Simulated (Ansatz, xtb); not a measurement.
# Isomers of C8H10 in order of energy

3 gas-phase structures of C8H10, from a drawn sample of its isomers (lower ones may exist). Each was relaxed with GFN2-xTB; where two conformers were screened, the lower at r2SCAN-D4/def2-SVP is listed:

A. `C#CC1(C=C)CCC1`, a singlet
B. `C#C[C@H]1C[C@@H](C=C)C1`, a singlet
C. `C#C[C@H]1C[C@H](C=C)C1`, a singlet

Problem. Make a reasoned guess at their ranking by r2SCAN-D4/def2-SVP single-point energy.

Solution. Calculated order at r2SCAN-D4/def2-SVP: B (0.0), C (3.1), A (10.7) kJ/mol. Less than 1 kcal/mol parts B and C, so the order within that pair means little.

Energies above the lowest of each column, in kJ/mol; the last columns are at B3LYP/def2-SVP geometries:

| structure | GFN2-xTB | HF/STO-3G | r2SCAN-D4/def2-SVP | B3LYP/def2-SVP | CCSD(T)/def2-SVP + ΔMP2/def2-TZVPP |
| --- | --- | --- | --- | --- | --- |
| B | 0.0 | 0.0 | 0.0 | 0.0 | 0.0 |
| C | 1.3 | 2.6 | 3.1 | 4.7 | 4.0 |
| A | 4.6 | 12.2 | 10.7 | 16.3 | 6.2 |

Every level run on B puts it lowest or level with the lowest. Flexible structures stand in one conformer each, not always the lowest. ΔMP2 is the change of the MP2 energy from the smaller to the larger basis.

Programs: Ansatz 0.2.0, xtb 6.7.1.
